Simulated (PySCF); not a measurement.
Al(Cl)(OH)(OSiH3), SMILES [OH][Al]([Cl])[O][SiH3] (PBE0/def2-SVP optimised geometry):

```
9

Al     1.330    -0.089    -0.158
Cl     2.015    -1.850    -1.038
O      2.498     1.007     0.371
H      2.323     1.850     0.791
O     -0.323     0.193     0.000
Si    -1.973     0.193     0.000
H     -2.474     1.601     0.000
H     -2.485    -0.500     1.220
H     -2.498    -0.504    -1.212
```

Level of theory: PBE0/def2-TZVP run with PySCF.

Problem. What are the frontier orbital energies and the dipole moment?

Solution. HOMO-2 -9.37 eV, HOMO-1 -9.00 eV, HOMO -8.86 eV, LUMO -0.93 eV, LUMO+1 0.11 eV; dipole moment 2.09 D.

On the same geometry PBE/def2-TZVP (PySCF) gives HOMO-2 -7.83 eV, HOMO-1 -7.54 eV, HOMO -7.39 eV, LUMO -1.80 eV, LUMO+1 -0.70 eV; dipole moment 1.99 D.

Meta-Löwdin charges at PBE0/def2-TZVP: Al1 1.19, Cl2 -0.33, O3 -0.78, H4 0.36, O5 -0.86, Si6 0.75, H7 -0.11, H8 -0.11, H9 -0.11.
